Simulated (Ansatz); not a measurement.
Gas-phase electronic energies from Ansatz, PBE0-D4/def2-TZVP geometries. CCSD(T)/CBS adds triple-zeta CCSD(T) − MP2 to the extrapolated MP2 energy (def2 sets, frozen cores). This one scheme is used for every species. Functionals use def2-TZVPP. B3LYP here is the variant with VWN-RPA as its local correlation; programs differ in this. Each species was taken in one conformer, which may not be the lowest.

`O[SiH2]C(F)Cl` + SiH₄ → `O[SiH2]C([SiH3])Cl` + H–F  (formal exchange of groups at a C–F bond)

| level | ΔE (kJ/mol) | difference from CCSD(T)/CBS |
| --- | --- | --- |
| PBE-D4 | -82.2 | 18.1 |
| r2SCAN-D4 | -81.3 | 19.0 |
| PBE0-D4 | -90.0 | 10.3 |
| B3LYP-D4 | -80.8 | 19.5 |
| ωB97X-V | -79.8 | 20.5 |
| ωB97M-V | -85.9 | 14.4 |
| B2PLYP | -81.2 | 19.1 |
| PBE | -74.2 | 26.1 |
| r2SCAN | -79.2 | 21.1 |
| PBE0 | -82.9 | 17.4 |
| B3LYP | -67.9 | 32.4 |
| HF/def2-TZVPP | -68.0 | 32.3 |
| MP2/def2-TZVPP | -107.0 | -6.7 |
| SCS-MP2/def2-TZVPP | -94.4 | 5.9 |
| CCSD/def2-TZVPP | -91.4 | 8.9 |
| CCSD(T)/def2-TZVPP | -93.6 | 6.7 |
| HF/def2-QZVPP | -68.6 | 31.7 |
| MP2/def2-QZVPP | -111.1 | -10.8 |
| SCS-MP2/def2-QZVPP | -98.6 | 1.7 |
| HF/CBS(def2) | -68.7 | 31.6 |
| MP2/CBS(def2) | -113.7 | -13.4 |
| CCSD/CBS(def2) | -98.2 | 2.1 |
| CCSD(T)/CBS | -100.3 | 0 |

Largest T1 diagnostic among the species: 0.011.

The D4 term adds −12.9 kJ/mol with B3LYP and −7.1 kJ/mol with PBE0; it sums over pairs of atoms, weighted by their polarisabilities, and B3LYP, whose exchange is more repulsive, gets the larger term. From PBE to PBE0 (25 % exact exchange), in def2-TZVPP and without D4, ΔE moves by −8.6 kJ/mol.
